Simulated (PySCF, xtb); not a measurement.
BrF2GeHO, SMILES [F][Ge]([F])([Br])[OH].

GFN2-xTB in xtb at its own geometry gives an orbital gap of 5.64 eV and a dipole moment of 3.75 D.

Coordinates come from a PBE0-D3(BJ)/def2-SVP optimisation. The structure was generated by enumeration, and PubChem lists no compound with its InChIKey, so it may never have been made. The values are those of a single conformer.

Question: What does PBE/def2-TZVP in PySCF give? (The exact figures need the calculation; the answer reports its results.)

Answer: gap 5.46 eV (levels -8.08 and -2.62 eV), dipole 1.15 D.
